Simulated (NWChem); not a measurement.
System meant: CH3Se2, doublet; SMILES C[Se][Se]

Input file for NWChem:

```
start job
memory heap 200 mb stack 700 mb global 900 mb
geometry units angstroms noautoz
  C     -1.355954     1.698014     0.000000
  Se     0.442217     0.853873     0.000000
  Se    -0.026063    -1.366747     0.000000
  H     -1.893709     1.389801     0.896996
  H     -1.198146     2.779973     0.000000
  H     -1.893709     1.389801    -0.896996
end
basis spherical
  C library def2-svp
  Se library def2-svp
  H library def2-svp
end
dft
  odft
  mult 3
  xc pbe0
  iterations 150
  mulliken
end
task dft energy
```

End of the output:

```
 ==============================================================================
                                 internuclear angles
 ------------------------------------------------------------------------------
        center 1       |       center 2       |       center 3       |  degrees
 ------------------------------------------------------------------------------
    2 Se               |   1 C                |   4 H                |   109.05
    2 Se               |   1 C                |   5 H                |   106.85
    2 Se               |   1 C                |   6 H                |   109.05
    4 H                |   1 C                |   5 H                |   110.54
    4 H                |   1 C                |   6 H                |   110.71
    5 H                |   1 C                |   6 H                |   110.54
    1 C                |   2 Se               |   3 Se               |   103.24
 ------------------------------------------------------------------------------
                            number of included internuclear angles:          7
 ==============================================================================

 Summary of "ao basis" -> "" (spherical)
 ------------------------------------------------------------------------------
       Tag                 Description            Shells   Functions and Types
 ---------------- ------------------------------  ------  ---------------------
 C                          def2-svp                 6       14   3s2p1d
 Se                         def2-svp                12       32   5s4p3d
 H                          def2-svp                 3        5   2s1p

                                 NWChem DFT Module
                                 -----------------

 Summary of "ao basis" -> "ao basis" (spherical)
 ------------------------------------------------------------------------------
       Tag                 Description            Shells   Functions and Types
 ---------------- ------------------------------  ------  ---------------------
 C                          def2-svp                 6       14   3s2p1d
 Se                         def2-svp                12       32   5s4p3d
 H                          def2-svp                 3        5   2s1p

      Symmetry analysis of basis
      --------------------------

        a'         63
        a"         30

  number of electrons :                   77
  multiplicity        :                    3
 ------------------------------------------------------------------------
  no. of electrons and multiplicity not compatible                  77
 ------------------------------------------------------------------------
 ------------------------------------------------------------------------
  current input line :
    23: task dft energy
 ------------------------------------------------------------------------
 ------------------------------------------------------------------------
 There is an error in the input file
 ------------------------------------------------------------------------
 For more information see the NWChem manual at https://nwchemgit.github.io

0: no. of electrons and multiplicity not compatible:Received an Error in Communication
```

### Question
Find the fault in this run and fix the input.

### Answer
The input was rejected before any calculation. Cause: the multiplicity doesn't fit the number of electrons (an even count wants an odd multiplicity, and the reverse). This input runs:
```
start job
memory heap 200 mb stack 700 mb global 900 mb
geometry units angstroms noautoz
  C     -1.355954     1.698014     0.000000
  Se     0.442217     0.853873     0.000000
  Se    -0.026063    -1.366747     0.000000
  H     -1.893709     1.389801     0.896996
  H     -1.198146     2.779973     0.000000
  H     -1.893709     1.389801    -0.896996
end
basis spherical
  * library def2-svp
end
dft
  odft
  mult 2
  xc pbe0
  iterations 150
  mulliken
end
task dft energy
```
It converges to -4841.78658 Ha (PBE0/def2-SVP, spin-unrestricted).
